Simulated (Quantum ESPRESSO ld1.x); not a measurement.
The aim is the praseodymium ion Pr2+ in [Xe] 4f3. This ld1.x (Quantum ESPRESSO 7.5) run was made with `OMP_NUM_THREADS=1 ld1.x < ld1.in > ld1.out`. Can the result be used? Name any fault.

```
 &input
    zed=59.0,
    iswitch=1,
    rel=1,
    lsd=1,
    dft='PW',
    config='[Xe] 4f3 6d-1',
    prefix='ld1',
    max_out_wfc=37,
    file_charge='ld1.rho',
 /
```

Output (excerpt):

```
     Program LD1 v.7.5 starts

     --------------------------- All-electron run ----------------------------

     scalar relativistic calculation

     atomic number is 59.00
     dft =PW   lsd =1 sic =0 latt =0  beta=0.20 tr2=1.0E-14
     Exchange-correlation= PW
                           (   1   4   0   0   0   0   0)
     mesh =2087 r(mesh) = 100.53064 a.u. xmin = -8.00 dx = 0.00800
     1 Ry =  13.60569312 eV, c = 137.03599908

     n l     nl                  e(Ry)          e(Ha)          e(eV)
     1 0     1S 1( 1.00)     -3071.3417     -1535.6709    -41787.7328
     2 0     2S 1( 1.00)      -494.9453      -247.4727     -6734.0741
     2 1     2P 1( 3.00)      -443.1715      -221.5857     -6029.6551
     3 0     3S 1( 1.00)      -107.4763       -53.7382     -1462.2898
     3 1     3P 1( 3.00)       -91.0771       -45.5385     -1239.1669
     4 0     4S 1( 1.00)       -22.1280       -11.0640      -301.0661
     4 1     4P 1( 3.00)       -16.7681        -8.3840      -228.1413
     3 2     3D 1( 5.00)       -67.9919       -33.9959      -925.0765
     5 0     5S 1( 1.00)        -3.8598        -1.9299       -52.5152
     5 1     5P 1( 3.00)        -2.5523        -1.2762       -34.7258
     4 2     4D 1( 5.00)        -9.1021        -4.5510      -123.8397
     4 3     4F 1( 3.00)        -1.0862        -0.5431       -14.7783
     1 0     1S 2( 1.00)     -3071.3418     -1535.6709    -41787.7339
     2 0     2S 2( 1.00)      -494.9440      -247.4720     -6734.0556
     2 1     2P 2( 3.00)      -443.1706      -221.5853     -6029.6432
     3 0     3S 2( 1.00)      -107.4200       -53.7100     -1461.5237
     3 1     3P 2( 3.00)       -91.0213       -45.5106     -1238.4073
     4 0     4S 2( 1.00)       -21.9778       -10.9889      -299.0237
     4 1     4P 2( 3.00)       -16.6170        -8.3085      -226.0857
     3 2     3D 2( 5.00)       -67.9479       -33.9739      -924.4778
     5 0     5S 2( 1.00)        -3.7615        -1.8807       -51.1775
     5 1     5P 2( 3.00)        -2.4747        -1.2374       -33.6700
     4 2     4D 2( 5.00)        -8.9508        -4.4754      -121.7814
     4 3     4F 2( 0.00)        -0.9570        -0.4785       -13.0206

     final scf error:  5.5E-15 reached in  29 iterations

     Etot =  -18460.077249 Ry,   -9230.038624 Ha, -251162.146071 eV
     Total magnetization:    3.00 Bohr mag.

     Ekin =   19602.277235 Ry,    9801.138618 Ha,  266702.568578 eV
     Encl =  -44748.324983 Ry,  -22374.162492 Ha, -608831.977491 eV
     Eh   =    7103.535886 Ry,    3551.767943 Ha,   96648.529347 eV
     Exc  =    -417.565386 Ry,    -208.782693 Ha,   -5681.266504 eV
```

Answer. Yes, it can be used (harmless). The line at issue: config='[Xe] 4f3 6d-1'. A negative occupation marks a state as unused; the result equals that of the sound run.
